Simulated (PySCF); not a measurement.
Vertical excitations of a molecule C₃H₇BN₂ from PySCF with TDA-M06-2X/def2-SVPD, as energy in eV (oscillator strength): 5.86 (0.002), 6.21 (0.081), 6.64 (0.001), 6.96 (0.009), 7.13 (0.000), 7.21 (0.370), 7.29 (0.015), 7.44 (0.015), 7.79 (0.018), 7.91 (0.045). Lowest triplet (TDA): 4.53 eV. Coordinates come from a ωB97X-D3(BJ)/def2-SVP optimisation. One conformer was computed; it need not be the lowest.

Problem. Pick the molecule that these values belong to.
A. NB1C=NCC1
B. CC#CB(N)N
C. C#CB(N)NC
D. NB1C=CCN1

Solution. D, NB1C=CCN1
